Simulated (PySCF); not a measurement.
disilazane anion (H₇NSi₂), SMILES [SiH3]N[SiH3] (connectivity only; charge and spin as stated), charge -1, multiplicity 2.

Geometry optimised at PBE0-D3(BJ)/def2-SVPD. The multiplicity is an assumed one; other spin states were not compared.

Level of theory: ωB97X/def2-TZVPD (PySCF).

Isolated molecule, no solvent.

Computed frontier levels, dipole moment and polarisability:
α spin, highest occupied and lowest empty level: -0.79 and 4.88 eV
β spin, highest occupied and lowest empty level: -4.60 and 5.00 eV
dipole moment about the centre of nuclear charge: 4.89 D
mean static polarisability: 109.0 bohr³ (16.15 Å³)
polarisability, principal values: 88.1, 102.0, 137.0 bohr³
⟨S²⟩: 0.755 (pure state 0.75)
